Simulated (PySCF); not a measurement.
CrO2F, SMILES [O]=[Cr+](=[O])[F], charge +1, multiplicity 1.

Geometry: B3LYP-D3(BJ)/def2-SVP. The spin state was assumed, not searched. The isomer is the one that the SMILES or the coordinates give; other isomers of the formula were not compared.

Computed with TDA-B3LYP/def2-SVPD (PySCF 2.14.0).

Vertical excitations. Isolated molecule, no solvent. State labels are in the subgroup Cs.

Computed lowest excited states:
```tsv
state	symmetry	energy (eV)	λ (nm)	f	main pairs
S1	A"	2.33	531	0.000	HOMO→LUMO 100 %
S2	A"	3.21	386	0.002	HOMO→LUMO+1 88 %
S3	A'	3.35	370	0.000	HOMO→LUMO+2 96 %
S4	A"	3.78	328	0.003	HOMO−2→LUMO 84 %
S5	A'	3.79	327	0.004	HOMO−3→LUMO 93 %
S6	A'	3.85	322	0.004	HOMO−1→LUMO 74 %, HOMO−3→LUMO+1 14 %
S7	A'	4.23	293	0.003	HOMO−1→LUMO+1 89 %
S8	A"	4.35	285	0.001	HOMO−2→LUMO+1 85 %
S9	A"	4.70	264	0.000	HOMO−1→LUMO+2 61 %, HOMO−3→LUMO+2 19 %, HOMO−5→LUMO 12 %
S10	A'	4.72	263	0.003	HOMO−3→LUMO+1 53 %, HOMO−2→LUMO+2 38 %
T1	A"	2.07	599	0	HOMO→LUMO 97 %
T2	A"	2.49	499	0	HOMO→LUMO+1 92 %
T3	A'	2.74	452	0	HOMO−1→LUMO 62 %, HOMO→LUMO+2 22 %
T4	A'	2.84	437	0	HOMO→LUMO+2 71 %, HOMO−1→LUMO 12 %
```
Triplets are in the Tamm–Dancoff approximation.
